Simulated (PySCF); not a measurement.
ClK, charge -1, doublet, at the geometry of the source list (a state made from the parent by changing its charge; the spin is typed, not shown lowest) (in this run its highest filled SCF level lies above zero, so its values depend strongly on the basis, on diffuse functions most of all). Base run: CAMB3LYP/6-31G** run with PySCF.

Input for PySCF:
```python
from pyscf import gto, scf, dft

mol = gto.M(
    atom='''
K    -0.792800   -0.700200   -0.744600
Cl    0.792800    0.700200    0.744600
''',
    basis='6-31g**',
    charge=-1,
    spin=1,
    verbose=4,
)

mf = dft.UKS(mol)
mf.xc = 'camb3lyp'
mf.kernel()
mf.analyze()
```

The base run was repeated with changes; each row names its change, and settings that it needs were set with it.

```json
[
 {"change": "base", "E (Eh)": "-1060.19133", "HOMO (eV)": "0.02", "<S^2>": "0.750", "core-seconds (rough)": "4", "outcome": "converged"},
 {"change": "functional = hse06", "E (Eh)": "-1059.87297", "HOMO (eV)": "0.85", "<S^2>": "0.750", "core-seconds (rough)": "6", "outcome": "converged"},
 {"change": "functional = b97-1", "E (Eh)": "-1060.04942", "HOMO (eV)": "0.71", "<S^2>": "0.751", "core-seconds (rough)": "2", "outcome": "converged"},
 {"change": "functional = m06l", "E (Eh)": "-", "HOMO (eV)": "-", "<S^2>": "-", "core-seconds (rough)": "-", "outcome": "not converged"},
 {"change": "functional = pbe; dispersion = d3bjm", "E (Eh)": "-1059.74917", "HOMO (eV)": "0.94", "<S^2>": "0.750", "core-seconds (rough)": "2", "outcome": "converged"},
 {"change": "functional = wb97m_v", "E (Eh)": "-1060.10002", "HOMO (eV)": "0.05", "<S^2>": "0.750", "core-seconds (rough)": "20", "outcome": "converged"},
 {"change": "functional = m062x", "E (Eh)": "-1060.12008", "HOMO (eV)": "0.37", "<S^2>": "0.754", "core-seconds (rough)": "3", "outcome": "converged"},
 {"change": "functional = blyp; dispersion = d3zero", "E (Eh)": "-1060.13963", "HOMO (eV)": "1.15", "<S^2>": "0.750", "core-seconds (rough)": "3", "outcome": "converged"},
 {"change": "functional = scan", "E (Eh)": "-1060.23247", "HOMO (eV)": "0.93", "<S^2>": "0.750", "core-seconds (rough)": "2", "outcome": "converged"},
 {"change": "functional = lc_wpbe", "E (Eh)": "-1059.88499", "HOMO (eV)": "-0.64", "<S^2>": "0.750", "core-seconds (rough)": "6", "outcome": "converged"},
 {"change": "functional = pbe0", "E (Eh)": "-1059.83520", "HOMO (eV)": "0.53", "<S^2>": "0.750", "core-seconds (rough)": "2", "outcome": "converged"},
 {"change": "functional = b3lyp; dispersion = d3zero", "E (Eh)": "-1060.18545", "HOMO (eV)": "0.69", "<S^2>": "0.750", "core-seconds (rough)": "2", "outcome": "converged"},
 {"change": "functional = bhandhlyp", "E (Eh)": "-1060.16718", "HOMO (eV)": "0.33", "<S^2>": "0.750", "core-seconds (rough)": "2", "outcome": "converged"}
]
```

Totals shift with the method and basis; they matter in differences.

Open shells are given as the SCF converged; they aren't shown to be the lowest states, and a large step between rows can be another state.
